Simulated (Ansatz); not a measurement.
Reaction (redistribution): `[NH2][In]([NH2])[Br]` + `[CH3][MgH]` → `[NH2][InH][Br]` + `[CH3][Mg][NH2]`

Calculated with Ansatz (gas phase, PBE0-D4/def2-TZVP geometries, no zero-point term in ΔE). CBS: MP2 limit from def2 TZ/QZ plus the TZ coupled-cluster correction, frozen cores. Functionals use def2-TZVPP. def2 core potentials past Kr. For Br, In, Mg outer-core shells are correlated without core-valence functions, which leaves a few kJ/mol of doubt a bond. Scalar relativity is left out up to krypton. Each species was taken in one conformer, which may not be the lowest.

`[NH2][In]([NH2])[Br]`:

Cartesian coordinates in Å:
```
N -1.115 0.633 -1.359
In 0.368 -0.091 -0.212
N 0.219 -0.908 1.618
Br 2.540 -0.414 -1.352
H -0.807 1.171 -2.157
H -1.856 1.133 -0.889
H 1.099 -1.031 2.099
H -0.449 -0.493 2.253
```

`[CH3][MgH]`:

```xyz
6

C     0.151   -0.587   -0.483
Mg   -0.254    0.990    0.816
H    -0.758   -0.961   -0.967
H     0.609   -1.436    0.035
H     0.839   -0.291   -1.282
H    -0.587    2.284    1.882
```

`[NH2][InH][Br]`:

Z-matrix (Å, degrees):
```
N
In 1 1.996
H 1 1.008 2 121.5
H 1 1.008 2 118.8 3 -144.8
Br 2 2.479 1 109.9 3 161.7
H 2 1.695 1 130.2 3 -23.4
```

`[CH3][Mg][NH2]`:

```xyz
8

C    -0.863   -1.103   -1.045
Mg    0.163    0.210    0.198
N     1.098    1.405    1.330
H    -0.186   -1.625   -1.729
H    -1.605   -0.585   -1.660
H    -1.396   -1.871   -0.474
H     0.706    1.953    2.081
H     2.084    1.615    1.299
```

```csv
species,B97M-V energy (Eh)
`[NH2][In]([NH2])[Br]`,-2875.84588
`[CH3][MgH]`,-240.53810
`[NH2][InH][Br]`,-2820.45967
`[CH3][Mg][NH2]`,-295.94155
```

Work out ΔE.

ΔE = (-2820.45967) + (-295.94155) − (-2875.84588) − (-240.53810) = -0.01724 Eh = -10.8 kcal/mol. CCSD(T)/CBS gives -13.7 kcal/mol.

Largest T1 diagnostic among the species: 0.013.

At CCSD(T), def2-SVP lies −0.7 kcal/mol from the extrapolated value and def2-TZVPP +0.6 kcal/mol. Leaving LDA and LC-ωPBE aside and taking each functional with its dispersion term where it has one, the values, not all of them listed here, spread over 3.8 kcal/mol, from r2SCAN0-D4 to B97M-V.
